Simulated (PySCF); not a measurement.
Si(F)(Cl)(Br)(OH) (BrClFHOSi), SMILES O[Si](Br)(F)Cl. Atoms are numbered in the order given.

```xyz
6

O     -1.6518    -1.1735    -0.4928
Si    -0.2734    -0.6024     0.2098
F     -0.3233    -0.7848     1.8227
Cl     1.2819    -1.7116    -0.5104
Br     0.0169     1.5594    -0.1800
H     -2.4331    -0.5959    -0.4214
```

The structure is a stationary point at PBE-D3(BJ)/def2-SVP. The structure was generated by enumeration, and PubChem lists no compound with its InChIKey, so it may never have been made. The values are those of a single conformer.

All values below come from PBE-D3(BJ)/def2-SVP (PySCF 2.14.0).

Frequencies are harmonic and unscaled.

| mode | ν (cm⁻¹) | IR (km/mol) | moving atoms (share of kinetic energy) |
|---|---|---|---|
| 1 | 122 | 30.7 | H 32 %, Cl 27 %, Br 14 %, F 13 %, O 11 % |
| 2 | 148 | 20.3 | Cl 26 %, H 22 %, F 19 %, O 17 %, Br 12 % |
| 3 | 218 | 40.5 | F 37 %, H 34 %, O 12 %, Br 11 % |
| 4 | 247 | 10.5 | O 29 %, F 25 %, Si 20 %, Cl 13 %, Br 11 % |
| 5 | 254 | 20.1 | O 32 %, Br 19 %, F 18 %, H 16 %, Cl 9 % |
| 6 | 288 | 22.2 | F 31 %, O 31 %, Cl 25 % |
| 7 | 431 | 68.1 | Si 44 %, O 16 %, F 14 %, Cl 13 %, Br 13 % |
| 8 | 585 | 181.3 | Si 58 %, Cl 30 %, H 8 % |
| 9 | 783 | 275.6 | H 59 %, O 27 %, Si 10 % |
| 10 | 872 | 124.3 | Si 37 %, F 36 %, H 16 %, O 11 % |
| 11 | 960 | 102.4 | Si 46 %, O 30 %, F 16 % |
| 12 | 3757 | 111.1 | H 94 % |
